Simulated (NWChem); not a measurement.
A series in which one site is exchanged, each optimised at PBE0/def2-SVP with NWChem, gas phase unless a solvent is named. This build's default masses of Se (78.918 u) and Br (79.917 u) are each other's, which moves their modes by up to 0.6 %. Some are not confirmed as minima by frequencies. def2 effective core potentials on In; no spin-orbit coupling.

A: FB(Cl)Br (BBrClF; site = B)
B: [Br][Ga]([Cl])[F] (GaBrClF; site = Ga)
C: [Br][In]([Cl])[F] (InBrClF; site = In)
D: [F][Al]([Cl])[Br] (AlBrClF; site = Al)

| quantity | A | B | C | D |
|---|---|---|---|---|
| dipole (D), PBE0/def2-SVP | ___ | 1.05 | 1.16 | 0.61 |
| orbital gap (eV), PBE0/def2-SVP | ___ | 7.07 | 5.93 | 7.74 |
| vertical ionisation energy, ΔSCF, PBE/def2-SVP (eV) | ___ | 10.94 | 10.74 | 10.89 |
| static polarisability, PBE/def2-SVPD (bohr³) | ___ | 63.9 | 73.8 | 59.5 |
| lowest singlet excitation, PBE/def2-SVPD, TDA (eV) | ___ | 4.86 | 3.87 | 5.51 |

Problem. What belongs in the gaps?

Solution. 
- dipole (D), PBE0/def2-SVP, A: 0.25
- orbital gap (eV), PBE0/def2-SVP, A: 7.79
- vertical ionisation energy, ΔSCF, PBE/def2-SVP (eV), A: 10.83
- static polarisability, PBE/def2-SVPD (bohr³), A: 51.1
- lowest singlet excitation, PBE/def2-SVPD, TDA (eV), A: 5.33
